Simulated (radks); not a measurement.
The numbers below are computed, except where a source is named.
P II, configuration [Ne] 3s2 3p2.

Level of theory: scalar-relativistic Kohn-Sham, BLYP, spin-unpolarised, spherical densities, finite nucleus; Fermi nuclear charge, rms radius 3.1889 fm (a radial shooting solver on a logarithmic mesh with Libxc functionals).

Energy parts (eV):
total: -9298.787
kinetic: 9329.001
electron-nucleus: -22034.943
Hartree: 4030.271
exchange-correlation: -623.116

Orbitals (lengths in bohr, moments of r in powers of bohr; r(90%) holds 90 % of the orbital's charge):
orbital  occ.  eigenvalue (eV)  r(90%)    <r^2>
1s          2        -2096.379   0.185  0.01445
2s          2        -184.4417   0.818   0.3226
2p          6        -135.1738   0.812   0.2956
3s          2         -23.1391    2.74    3.815
3p          2         -14.0646    3.33    5.414

The highest occupied level is 3p at -14.065 eV. The electron density at the nucleus is 2397 e/bohr^3 (large components only). Summed over all electrons, <r^2> = 20.91 bohr^2, which gives a Langevin (diamagnetic) susceptibility term of -16.6 x 10^-6 cm^3/mol.
